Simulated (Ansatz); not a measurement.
```yaml
crystal:
  periodic: [false, false, false]
  atoms:
    - {symbol: Cd, position_ang: [-5.064995, 1.404965, -0.683548]}
    - {symbol: Cd, position_ang: [-3.052707, -3.327136, 3.571498]}
    - {symbol: Cd, position_ang: [1.792413, -3.660772, -0.470520]}
    - {symbol: Cd, position_ang: [-1.098203, 3.109349, -3.155275]}
    - {symbol: Cd, position_ang: [2.850605, -2.801444, -3.335602]}
    - {symbol: Cd, position_ang: [-0.626906, -0.254629, -0.494265]}
    - {symbol: Cd, position_ang: [-0.639482, 1.943302, 3.097004]}
    - {symbol: Cd, position_ang: [2.058582, -0.205548, 2.622362]}
    - {symbol: Cd, position_ang: [2.958954, 1.909694, -0.723033]}
    - {symbol: Cd, position_ang: [5.176178, -0.277815, -0.242563]}
    - {symbol: S, position_ang: [-2.384652, -1.387118, 1.134856]}
    - {symbol: S, position_ang: [-2.321175, 1.235120, -1.843621]}
    - {symbol: S, position_ang: [-3.317649, 2.679510, 1.528060]}
    - {symbol: S, position_ang: [0.269708, -1.973328, -2.124064]}
    - {symbol: S, position_ang: [0.028424, -2.363432, 3.290230]}
    - {symbol: S, position_ang: [3.223804, -1.795511, 0.931091]}
    - {symbol: S, position_ang: [0.913877, 1.433256, -4.223206]}
    - {symbol: S, position_ang: [-0.100686, 4.223272, -0.862427]}
    - {symbol: S, position_ang: [3.413109, -0.425183, -2.302927]}
    - {symbol: S, position_ang: [0.872538, 1.185258, 0.824825]}
    - {symbol: H, position_ang: [-5.687147, 2.744112, -1.477973]}
    - {symbol: H, position_ang: [-4.814010, -0.062703, 0.168938]}
    - {symbol: H, position_ang: [-3.451541, -1.965489, 4.479379]}
    - {symbol: H, position_ang: [-2.790011, -4.792930, 2.796268]}
    - {symbol: H, position_ang: [3.050360, -3.826540, -1.811768]}
    - {symbol: H, position_ang: [0.853743, -4.588513, 0.590432]}
    - {symbol: H, position_ang: [-1.521203, 4.164303, -4.404123]}
    - {symbol: H, position_ang: [2.819198, -2.979940, -5.008913]}
    - {symbol: H, position_ang: [-1.491179, 0.418960, 3.117599]}
    - {symbol: H, position_ang: [-0.085451, 3.460266, 3.558795]}
    - {symbol: H, position_ang: [2.432354, 0.158117, 4.229836]}
    - {symbol: H, position_ang: [2.455916, 3.146266, -1.776724]}
    - {symbol: H, position_ang: [6.765863, -0.833120, -0.232580]}
    - {symbol: H, position_ang: [4.330960, 1.329576, 0.337941]}
    - {symbol: H, position_ang: [-3.515129, -0.686738, 0.688745]}
    - {symbol: H, position_ang: [-2.009741, -0.432632, 2.137228]}
    - {symbol: H, position_ang: [-2.582703, 0.394012, -2.870960]}
    - {symbol: H, position_ang: [-3.943440, 2.110437, 2.583184]}
    - {symbol: H, position_ang: [-3.774443, 3.916401, 1.830791]}
    - {symbol: H, position_ang: [-0.803913, -2.793050, -2.221742]}
    - {symbol: H, position_ang: [0.690057, -3.506893, 2.989721]}
    - {symbol: H, position_ang: [0.432229, -2.349508, 4.581754]}
    - {symbol: H, position_ang: [3.927810, -2.625141, 1.735103]}
    - {symbol: H, position_ang: [0.761019, 0.249911, -3.568132]}
    - {symbol: H, position_ang: [0.107441, 1.051577, -5.242738]}
    - {symbol: H, position_ang: [-1.313722, 4.366457, -0.273381]}
    - {symbol: H, position_ang: [0.207233, 3.095839, -0.117189]}
    - {symbol: H, position_ang: [3.997700, 0.185171, -3.358354]}
basis:
  gaussian: {orbitals: def2-SVP, fitting: {mean_field: def2-universal-jkfit}}
magnetization: {spin_polarized: false, initial_magnetization: 2}
hamiltonian: {xc: {name: PBE}}
scf: {omitted_lower_state_checks: [starts]}
output: {forces: true}
```

```sh
$ ansatz run in.yaml --threads 4 --pin off --events-out ev --progress --plain --max-ram 66560MiB --backend cuda --devices 0, --max-vram 37GiB
```

Output, abridged:

```
Functional definition: PBE
4334 factors; integrals over basis functions are off by at most 3.1e-1 eV
mean field evaluation 1: about -154351.8428 eV, gradient 7.9e1 eV
mean field evaluation 2: about -154351.8450 eV, gradient 7.9e1 eV
mean field evaluation 4: about -154361.2744 eV, gradient 3.6e1 eV
mean field evaluation 8: about -154368.2883 eV, gradient 1.1e1 eV
mean field evaluation 16: about -154368.6936 eV, gradient 6.2e0 eV
mean field evaluation 32: about -154368.9292 eV, gradient 3.8e-4 eV
mean field -154368.92921552 eV, -5672.9535136521 hartree, gradient 1.7e-6 eV, S^2 2.000000; 0 other end points of the search recorded, 0 dependent functions left out
reference -154368.92934804 eV, -5672.9535185219 hartree; 195, 193 occupied and 435, 437 virtual orbitals, 4334 factors
Total energy: -154368.92934804 eV, -5672.9535185219 hartree
Atom 0 force    -0.057236    -0.041429    -0.070587 eV/Å
Atom 1 force    -0.064120    -0.001797    -0.068340 eV/Å
Atom 2 force    -0.048489     0.041988    -0.152301 eV/Å
Atom 3 force    -0.206798    -0.112628     0.015329 eV/Å
Atom 4 force    -0.239188    -0.156070    -0.024568 eV/Å
Atom 5 force    -0.176799    -0.173815    -0.179715 eV/Å
Atom 6 force     0.008030     0.131265     0.122409 eV/Å
Atom 7 force     0.037548     0.002302     0.055654 eV/Å
Atom 8 force     0.162244     0.007532     0.154060 eV/Å
Atom 9 force    -0.029843    -0.027330    -0.032757 eV/Å
Atom 10 force    -0.328549    -0.462452     0.574689 eV/Å
Atom 11 force    -0.336159     0.461336    -0.090848 eV/Å
Atom 12 force     0.218694    -0.080440    -0.195473 eV/Å
Atom 13 force     0.541750    -0.366842    -0.436196 eV/Å
Atom 14 force    -0.185690     0.197175    -0.102630 eV/Å
Atom 15 force    -0.064178     0.000587    -0.114614 eV/Å
Atom 16 force     0.264827     0.266733    -0.076346 eV/Å
Atom 17 force     0.213730     0.360441    -0.170662 eV/Å
Atom 18 force    -0.030308     0.145896     0.139576 eV/Å
Atom 19 force     0.469846     0.719249     0.520693 eV/Å
Atom 20 force    -0.062890     0.129194    -0.067185 eV/Å
Atom 21 force    -0.011485    -0.088807     0.069586 eV/Å
Atom 22 force    -0.043374     0.123922     0.127457 eV/Å
Atom 23 force     0.025295    -0.169210    -0.042742 eV/Å
Atom 24 force     0.149338    -0.106220     0.052620 eV/Å
Atom 25 force    -0.059094    -0.066579     0.123187 eV/Å
Atom 26 force     0.021197     0.175183    -0.183262 eV/Å
Atom 27 force     0.120565    -0.001241    -0.186549 eV/Å
Atom 28 force     0.031576    -0.048318    -0.047934 eV/Å
Atom 29 force     0.035398     0.152789     0.048550 eV/Å
Atom 30 force     0.087524    -0.022638     0.232315 eV/Å
Atom 31 force    -0.158158     0.113465    -0.180705 eV/Å
Atom 32 force     0.198258    -0.058778     0.034545 eV/Å
Atom 33 force     0.094079    -0.052829     0.067107 eV/Å
Atom 34 force    -0.159473     0.075476    -0.025881 eV/Å
Atom 35 force    -0.075009    -0.079704    -0.145301 eV/Å
Atom 36 force    -0.087438    -0.169258    -0.242934 eV/Å
Atom 37 force    -0.151614    -0.081848     0.193734 eV/Å
Atom 38 force    -0.113031     0.253387     0.097432 eV/Å
Atom 39 force    -0.235495    -0.223299    -0.086705 eV/Å
Atom 40 force     0.117683    -0.195429    -0.054005 eV/Å
Atom 41 force     0.089214    -0.069612     0.248356 eV/Å
Atom 42 force     0.240293    -0.163645     0.159580 eV/Å
Atom 43 force    -0.085252    -0.218299     0.135107 eV/Å
Atom 44 force    -0.133349    -0.075770    -0.187536 eV/Å
Atom 45 force    -0.178852     0.009154     0.104368 eV/Å
Atom 46 force     0.019225    -0.149909     0.120741 eV/Å
Atom 47 force     0.175557     0.097122    -0.231318 eV/Å
Dipole moment:    -0.147939     0.179430     0.087368 e Å
Checks for a lower state left out: starts
```

Run time 18 s (4 threads of AMD EPYC 7R13 on a shared host and a share (37 GiB) of an NVIDIA H100 80GB HBM3), peak host memory 1.4 GiB.

In the def2 sets Cd takes a core potential; there is no spin–orbit coupling.

With spin_polarized false and unpaired electrons the run is restricted open-shell.
